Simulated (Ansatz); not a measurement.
Cost and result for the atomization energy of BGeH5O, SMILES `B[O][GeH3]` (8 atoms, 7 bonds).

```csv
atom,x (Å),y (Å),z (Å)
B1,-0.346,1.099,1.073
O2,0.155,-0.120,0.829
Ge3,0.299,-0.908,-0.781
H4,-0.760,1.790,0.173
H5,-0.369,1.479,2.212
H6,-0.512,-2.205,-0.688
H7,1.792,-1.189,-0.980
H8,-0.259,0.055,-1.837
```

Charge 0, multiplicity 1. Correlated methods include outer-core shells of Ge, which these sets cover unevenly. Scalar relativity is left out up to krypton. All single points use the PBE0-D4/def2-TZVP geometry. Program: Ansatz. All runs use 2 threads of an Arm Neoverse V1 on a shared host. Times are those of one run each, without the atoms' runs, and a repeat can differ threefold. Electronic energies, without spin–orbit coupling; frozen cores. CCSD(T)/CBS adds CCSD(T) − MP2 in def2-TZVPP to the MP2 limit, and its time is that of the two runs behind it. T1 = 0.013. With those shells the extrapolation isn't a true limit. B3LYP takes the VWN-RPA correlation (the form of Gaussian; ORCA's B3LYP/G).

CCSD(T)/CBS is a level of theory with its own doubt, some kJ/mol a heavy atom from the limit and from the frozen cores, so smaller differences don't rank the functionals.

| level | functions | wall time |
| --- | --- | --- |
| revPBE-D4/def2-TZVPP | 180 | 2.1 s |
| BLYP-D4/def2-TZVPP | 180 | 2.2 s |
| BHLYP-D4/def2-TZVPP | 180 | 2.8 s |
| PBE0-D4/def2-TZVPP | 180 | 3.1 s |
| CCSD(T)/def2-SVP | 85 | 3.7 s |
| B3LYP-D4/def2-TZVPP (with forces) | 180 | 3.8 s |
| r2SCAN-D4/def2-TZVPP (with forces) | 180 | 5.5 s |
| r2SCANh-D4/def2-TZVPP | 180 | 5.5 s |
| PBE-QIDH/def2-TZVPP | 180 | 5.5 s |
| B97M-V/def2-TZVPP | 180 | 11 s |
| MP2/def2-QZVPP | 353 | 19 s |
| CCSD(T)/def2-TZVPP | 180 | 64 s |
| CCSD(T)/CBS(def2) | – | 83 s |

(1) What atomization energy does each give, and how far from CCSD(T)/CBS? (An estimate is asked.)

Answers

(1) Computed: 
```tsv
level	atomization (kcal/mol)	difference from CCSD(T)/CBS	per bond
revPBE-D4/def2-TZVPP	609.3	-15.3	-2.2
BLYP-D4/def2-TZVPP	619.7	-4.9	-0.7
BHLYP-D4/def2-TZVPP	610.8	-13.8	-2.0
PBE0-D4/def2-TZVPP	616.0	-8.6	-1.2
CCSD(T)/def2-SVP	592.6	-32.0	-4.6
B3LYP-D4/def2-TZVPP (with forces)	623.2	-1.4	-0.2
r2SCAN-D4/def2-TZVPP (with forces)	625.7	1.1	0.1
r2SCANh-D4/def2-TZVPP	622.0	-2.6	-0.4
PBE-QIDH/def2-TZVPP	617.4	-7.2	-1.0
B97M-V/def2-TZVPP	629.7	5.1	0.7
MP2/def2-QZVPP	624.6	0.0	0.0
CCSD(T)/def2-TZVPP	613.3	-11.3	-1.6
CCSD(T)/CBS(def2)	624.6	0.0	0.0
```

The D4 term adds +4.4 kcal/mol with B3LYP and +2.3 kcal/mol with PBE0; it sums over pairs of atoms, weighted by their polarisabilities, and B3LYP, whose exchange is more repulsive, gets the larger term. Leaving LDA and LC-ωPBE aside and taking each functional with its dispersion term where it has one, the values spread over 20.4 kcal/mol, from revPBE-D4 to B97M-V. LDA lies +81.6 kcal/mol from PBE without D4, its usual overbinding. From BLYP to BHLYP (50 % exact exchange), in def2-TZVPP and without D4, the atomization energy moves by −6.3 kcal/mol: exact exchange takes away binding that semilocal exchange gives to molecules.
